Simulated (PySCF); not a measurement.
PySCF input file for C₃H₆F₂Si, SMILES F[C@@H]1C([SiH3])[C@H]1F, TDDFT-CAM-B3LYP/def2-SVPD. Coordinates come from a B3LYP-D3(BJ)/def2-SVP optimisation. The structure was generated by enumeration; whether it is a known compound was not checked.

```python
import numpy as np
from pyscf import gto, scf, dft, tdscf

mol = gto.M(
    atom='''
    F    -1.73459421    1.61950842   -0.48669412
    C    -0.81743748    0.84078876    0.15058278
    C    -0.99665663   -0.62922100    0.10548695
    F    -0.66904559   -1.35965470    1.21337387
    C     0.12269262   -0.00068116   -0.68740418
    Si    1.92432556   -0.22100279   -0.18939471
    H    -0.44590544    1.29649213    1.07566474
    H    -1.86250357   -1.03650568   -0.42711958
    H    -0.07151625    0.04263397   -1.76570820
    H     2.08611055    0.08444696    1.25891298
    H     2.37084044   -1.61688809   -0.45712647
    H     2.76358351    0.71985672   -0.98520881
    ''',
    basis='def2-SVPD',
    charge=0,
    spin=0,
    max_memory=1600,
    verbose=4,
)
mf = dft.RKS(mol, xc='cam-b3lyp').density_fit(auxbasis='def2-universal-jkfit')
mf.grids.level = 3
mf.conv_tol = 1e-9
mf.max_cycle = 100
mf.kernel()
mf.grids = dft.Grids(mol).set(level=1).build(with_non0tab=True)  # coarser grid for the response kernel
td = tdscf.TDDFT(mf)
td.singlet = True
td.nstates = 10
td.conv_tol = 1e-4
td.positive_eig_threshold = 1e-6
td.kernel(x0=td.get_init_guess(mf, 15))
td.analyze()
tt = tdscf.TDA(mf)
tt.singlet = False
tt.nstates = 4
tt.conv_tol = 1e-4
tt.positive_eig_threshold = 1e-6
tt.kernel(x0=tt.get_init_guess(mf, 9))
tt.analyze(verbose=3)
```

Log of the run:

```
PySCF version 2.14.0

[INPUT] verbose = 4
[INPUT] num. atoms = 12
[INPUT] num. electrons = 56
[INPUT] charge = 0
[INPUT] spin (= nelec alpha-beta = 2S) = 0
[INPUT] symmetry False subgroup None
[INPUT] Mole.unit = angstrom
[INPUT] Symbol           X                Y                Z      unit          X                Y                Z       unit  Magmom
[INPUT]  1 F     -1.734594210000   1.619508420000  -0.486694120000 AA   -3.277907994156   3.060427370227  -0.919718593236 Bohr   0.0
[INPUT]  2 C     -0.817437480000   0.840788760000   0.150582780000 AA   -1.544732961155   1.588860485013   0.284560213276 Bohr   0.0
[INPUT]  3 C     -0.996656630000  -0.629221000000   0.105486950000 AA   -1.883408070932  -1.189055361825   0.199341445216 Bohr   0.0
[INPUT]  4 F     -0.669045590000  -1.359654700000   1.213373870000 AA   -1.264312929948  -2.569375006978   2.292944301004 Bohr   0.0
[INPUT]  5 C      0.122692620000  -0.000681160000  -0.687404180000 AA    0.231855449305  -0.001287205847  -1.299005637081 Bohr   0.0
[INPUT]  6 Si     1.924325560000  -0.221002790000  -0.189394710000 AA    3.636448282900  -0.417634745865  -0.357904131341 Bohr   0.0
[INPUT]  7 H     -0.445905440000   1.296492130000   1.075664740000 AA   -0.842639159054   2.450015048354   2.032711760451 Bohr   0.0
[INPUT]  8 H     -1.862503570000  -1.036505680000  -0.427119580000 AA   -3.519621653325  -1.958711861756  -0.807139028639 Bohr   0.0
[INPUT]  9 H     -0.071516250000   0.042633970000  -1.765708200000 AA   -0.135146125956   0.080566526903  -3.336704913899 Bohr   0.0
[INPUT] 10 H      2.086110550000   0.084446960000   1.258912980000 AA    3.942177605066   0.159581626452   2.379000746860 Bohr   0.0
[INPUT] 11 H      2.370840440000  -1.616888090000  -0.457126470000 AA    4.480239116643  -3.055475664171  -0.863843832589 Bohr   0.0
[INPUT] 12 H      2.763583510000   0.719856720000  -0.985208810000 AA    5.222415956264   1.360332049728  -1.861774826409 Bohr   0.0

nuclear repulsion = 298.297166662203
number of shells = 76
number of NR pGTOs = 258
number of NR cGTOs = 178
basis = def2-SVPD
ecp = {}


[settings echo left out]
init E= -607.305371455849
  HOMO = -0.295274248442032  LUMO = 0.00693145359425174  gap/eV = 8.22344
cycle= 1 E= -606.567294209785  delta_E= 0.738  |g|= 0.615  |ddm|= 4.13
  HOMO = -0.352937082383533  LUMO = 0.033820033226907  gap/eV = 10.52420
cycle= 2 E= -606.546372981877  delta_E= 0.0209  |g|= 0.767  |ddm|= 1.28
  HOMO = -0.361779589862252  LUMO = 0.0393250405286465  gap/eV = 10.91461
cycle= 3 E= -606.638950179908  delta_E= -0.0926  |g|= 0.0553  |ddm|= 0.598
  HOMO = -0.360572126053286  LUMO = 0.0408396838356051  gap/eV = 10.92297
cycle= 4 E= -606.639459866572  delta_E= -0.00051  |g|= 0.0239  |ddm|= 0.104
  HOMO = -0.360860916161885  LUMO = 0.0412548870760912  gap/eV = 10.94213
cycle= 5 E= -606.639585352197  delta_E= -0.000125  |g|= 0.00737  |ddm|= 0.0439
  HOMO = -0.361130152894029  LUMO = 0.0410393309371835  gap/eV = 10.94359
cycle= 6 E= -606.639599639666  delta_E= -1.43e-05  |g|= 0.000608  |ddm|= 0.0124
  HOMO = -0.361089383555729  LUMO = 0.0410776607350307  gap/eV = 10.94352
cycle= 7 E= -606.639599810276  delta_E= -1.71e-07  |g|= 0.000195  |ddm|= 0.00249
  HOMO = -0.361097510557691  LUMO = 0.041068514091831  gap/eV = 10.94349
cycle= 8 E= -606.639599825427  delta_E= -1.52e-08  |g|= 7.01e-05  |ddm|= 0.000596
  HOMO = -0.361101678339164  LUMO = 0.0410675381060082  gap/eV = 10.94358
cycle= 9 E= -606.639599826415  delta_E= -9.88e-10  |g|= 3.2e-05  |ddm|= 0.000126
  HOMO = -0.361100635097241  LUMO = 0.0410680279978326  gap/eV = 10.94357
cycle= 10 E= -606.639599826623  delta_E= -2.08e-10  |g|= 6.98e-06  |ddm|= 4.99e-05
  HOMO = -0.361099763406915  LUMO = 0.0410680472533986  gap/eV = 10.94354
Extra cycle  E= -606.639599826628  delta_E= -5.12e-12  |g|= 7.17e-06  |ddm|= 2.3e-05
converged SCF energy = -606.639599826628
tot grids = 47384
Overwritten attributes  positive_eig_threshold  of <class 'pyscf.tdscf.rks.TDDFT'>


******** <class 'pyscf.tdscf.rks.TDDFT'> for <class 'pyscf.df.df_jk.DFRKS'> ********
nstates = 10 singlet
deg_eia_thresh = 1.000e-03
wfnsym = None
conv_tol = 0.0001
eigh lindep = 1e-12
eigh level_shift = 0
eigh max_cycle = 100


Excitation energies (eV)
[7.66756093 8.08331102 8.23406496 8.41404739 8.59696069 8.68368864
 8.853533   8.90832454 8.94506486 9.08975225]

** Singlet excitation energies and oscillator strengths **
Excited State   1:      7.66756 eV    161.70 nm  f=0.0108
      28 -> 29        0.44614
      28 -> 30        0.41861
      28 -> 31       -0.24014
      28 -> 38        0.10048
Excited State   2:      8.08331 eV    153.38 nm  f=0.0071
      27 -> 29        0.44449
      27 -> 30        0.39826
      27 -> 31       -0.19857
      28 -> 29       -0.10778
      28 -> 30        0.15138
Excited State   3:      8.23406 eV    150.57 nm  f=0.0119
      27 -> 29       -0.15827
      28 -> 29       -0.41874
      28 -> 30        0.49218
      28 -> 31        0.10299
Excited State   4:      8.41405 eV    147.35 nm  f=0.0069
      27 -> 29       -0.37984
      27 -> 30        0.51901
      27 -> 31        0.19612
Excited State   5:      8.59696 eV    144.22 nm  f=0.0082
      28 -> 31       -0.12851
      28 -> 32        0.64650
Excited State   6:      8.68369 eV    142.78 nm  f=0.0371
      28 -> 29        0.15171
      28 -> 31        0.53535
      28 -> 33        0.22157
      28 -> 34       -0.12604
      28 -> 35       -0.15904
      28 -> 36       -0.19025
Excited State   7:      8.85353 eV    140.04 nm  f=0.0140
      27 -> 32        0.46000
      27 -> 33       -0.17235
      28 -> 29       -0.12816
      28 -> 31       -0.16859
      28 -> 33        0.31396
      28 -> 34        0.19351
Excited State   8:      8.90832 eV    139.18 nm  f=0.0545
      25 -> 30        0.18112
      27 -> 29        0.23619
      27 -> 31        0.46674
      27 -> 32       -0.22828
      28 -> 33        0.20811
      28 -> 34        0.15036
      28 -> 36       -0.10492
Excited State   9:      8.94506 eV    138.61 nm  f=0.0166
      25 -> 29       -0.12671
      27 -> 29       -0.12808
      27 -> 31       -0.33417
      27 -> 32       -0.33242
      27 -> 35        0.10612
      28 -> 33        0.37366
      28 -> 36       -0.13512
Excited State  10:      9.08975 eV    136.40 nm  f=0.0034
      24 -> 30       -0.14209
      26 -> 29        0.10625
      26 -> 30       -0.46158
      26 -> 31       -0.16146
      26 -> 33        0.12433
      28 -> 34        0.34473
      28 -> 35        0.11585

** Transition electric dipole moments (AU) **
state          X           Y           Z        Dip. S.      Osc.
  1        -0.2003      0.0739      0.1103      0.0577      0.0108
  2         0.1368      0.0957     -0.0899      0.0360      0.0071
  3        -0.2421     -0.0082      0.0078      0.0588      0.0119
  4         0.0584     -0.1626     -0.0607      0.0335      0.0069
  5         0.1825      0.0392      0.0634      0.0389      0.0082
  6        -0.4015      0.1065      0.0404      0.1742      0.0371
  7         0.2376      0.0154     -0.0879      0.0644      0.0140
  8        -0.0548      0.4938      0.0540      0.2497      0.0545
  9         0.1866     -0.1103     -0.1699      0.0759      0.0166
 10         0.0695     -0.0727     -0.0721      0.0153      0.0034

** Transition velocity dipole moments (imaginary part, AU) **
state          X           Y           Z        Dip. S.      Osc.
  1        -0.0576      0.0203      0.0300      0.0046      0.0109
  2         0.0393      0.0267     -0.0265      0.0030      0.0066
  3        -0.0737     -0.0016      0.0001      0.0054      0.0120
  4         0.0198     -0.0499     -0.0199      0.0033      0.0071
  5         0.0616      0.0127      0.0174      0.0043      0.0090
  6        -0.1311      0.0281      0.0112      0.0181      0.0378
  7         0.0787      0.0045     -0.0277      0.0070      0.0143
  8        -0.0180      0.1643      0.0191      0.0277      0.0564
  9         0.0651     -0.0395     -0.0588      0.0092      0.0188
 10         0.0260     -0.0235     -0.0266      0.0019      0.0039

** Transition magnetic dipole moments (imaginary part, AU) **
state          X           Y           Z
  1        -0.2527     -0.5949     -0.1171
  2        -0.1126     -0.1345      0.1517
  3         0.0264     -0.8789      0.0527
  4        -0.4476      0.0990      0.9903
  5         0.4019      0.8054     -0.4395
  6        -0.0347     -0.0999     -0.2795
  7         0.7452     -0.2309      0.3776
  8        -0.3841     -0.2029     -0.2395
  9        -0.0931      0.0155      0.1841
 10         0.0076     -0.7924      0.2830
Overwritten attributes  positive_eig_threshold  of <class 'pyscf.tdscf.rks.TDA'>


******** <class 'pyscf.tdscf.rks.TDA'> for <class 'pyscf.df.df_jk.DFRKS'> ********
nstates = 4 triplet
deg_eia_thresh = 1.000e-03
wfnsym = None
conv_tol = 0.0001
eigh lindep = 1e-12
eigh level_shift = 0
eigh max_cycle = 100


Excitation energies (eV)
[7.28342502 7.78179916 8.01576316 8.08835254]

** Triplet excitation energies and oscillator strengths **
Excited State   1:      7.28343 eV    170.23 nm  f=0.0000
Excited State   2:      7.78180 eV    159.33 nm  f=0.0000
Excited State   3:      8.01576 eV    154.68 nm  f=0.0000
Excited State   4:      8.08835 eV    153.29 nm  f=0.0000
```

Self-consistency was reached.

Cost: roughly 10 core-minutes.
